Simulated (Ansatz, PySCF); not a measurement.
S, triplet. Base run: WB97M-V/cc-pVTZ (PySCF).

Input for PySCF:
```python
from pyscf import gto, scf, dft

mol = gto.M(
    atom='''
S     0.00000000    0.00000000    0.00000000
''',
    basis='cc-pvtz',
    spin=2,
    verbose=4,
)

mf = dft.UKS(mol)
mf.xc = 'wb97m_v'
mf.kernel()
```

The same geometry, method and basis name were run in Ansatz (an electronic-structure program) and PySCF, at each program's defaults and at the settings that a row names. The base is PySCF at its defaults. Differences at the defaults can come from grids, fitting, cores and function types together.

```json
[
 {"code and settings": "PySCF, defaults (exact integrals, its default grid, spherical functions)", "ΔE vs base (µEh)": "0.0", "basis functions": "34", "E (Eh)": "-398.09782", "SCF cycles": "8"},
 {"code and settings": "Ansatz, defaults (factorised integrals, its default grid, spherical functions)", "ΔE vs base (µEh)": "4.4", "basis functions": "34", "E (Eh)": "-398.09782", "SCF cycles": "-"},
 {"code and settings": "PySCF, density fitting with def2-universal-jkfit", "ΔE vs base (µEh)": "-37.7", "basis functions": "34", "E (Eh)": "-398.09786", "SCF cycles": "8"},
 {"code and settings": "PySCF, fine grid", "ΔE vs base (µEh)": "-0.1", "basis functions": "34", "E (Eh)": "-398.09782", "SCF cycles": "8"},
 {"code and settings": "Ansatz, high accuracy", "ΔE vs base (µEh)": "-0.1", "basis functions": "34", "E (Eh)": "-398.09782", "SCF cycles": "-"}
]
```

Open shells are given as the SCF converged; they aren't shown to be the lowest states, and a large step between rows can be another state.
